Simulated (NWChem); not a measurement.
System: CdNH₂F; SMILES [NH2][Cd][F]

NWChem input:

```
start job
memory heap 200 mb stack 900 mb global 1100 mb
geometry units angstroms noautoz
  Cd     0.493958    -0.268170     0.039979
  F     -0.009490    -2.130691     0.046925
  N      1.028943     1.656301     0.037786
  H      0.488919     2.189681    -0.643577
  H      2.005731     1.765753    -0.235839
end
basis spherical
  Cd library def2-svp
  F library def2-svp
  N library def2-svp
  H library def2-svp
end
ecp
  Cd library def2-ecp
end
dft
  xc xwpbe 1.00 cpbe96 1.0 hfexch 1.00
  cam 0.8 cam_alpha 0.0 cam_beta 1.0
  iterations 150
  vectors input atomic output neutral.movecs
end
task dft energy
charge 1
dft
  odft
  mult 2
  vectors input atomic output cation.movecs
end
task dft energy
```

Coordinates come from a PBE0/def2-SVP optimisation. def2 effective core potentials on Cd; no spin-orbit coupling.

Ions are spin-unrestricted doublets at the neutral geometry; other ion states weren't tried. Functional: LC-ωPBE (HJS hole) with def2-SVP; the question gives the range parameter ω in 1/bohr.

Problem. Give the results of this calculation. (LC-wPBE (HJS exchange hole, range parameter 0.8 per bohr)/def2-SVP with def2 effective core potentials on Cd, vertical spin-unrestricted ions.) Quantities: vertical ionisation energy, ΔSCF (eV); −ε(HOMO) (eV).

Solution. 
| Item | Value |
|---|---|
| vertical ionisation energy, ΔSCF (eV) | 9.44 |
| −ε(HOMO) (eV) | 11.07 |
